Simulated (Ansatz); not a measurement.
H4OSiTe, SMILES `O[SiH2][TeH]` at its PBE0-D4/def2-TZVP geometry, where that method's forces vanish. Charge 0, multiplicity 1. Te takes the def2 core potential.

```xyz
7

O     1.6080   -0.4179    0.2482
Si    0.0598   -0.0142    0.6225
Te   -1.0298    1.4471   -1.0867
H     1.7884   -0.6844   -0.6549
H    -0.8097   -1.2089    0.7655
H     0.1449    0.7443    1.8888
H    -1.7616    0.1340   -1.7834
```

**Question.** What forces (eV/Å) does r2SCAN-D4/def2-TZVPP give on these atoms in Ansatz 0.2.0? (Estimate.)

**Answer.** The calculation gave: 
```
O1   0.062 -0.008  0.022
Si2 -0.049 -0.027  0.053
Te3 -0.031  0.070 -0.039
H4   0.010 -0.010 -0.023
H5   0.010  0.017  0.012
H6   0.003 -0.021 -0.020
H7  -0.005 -0.020 -0.005
```
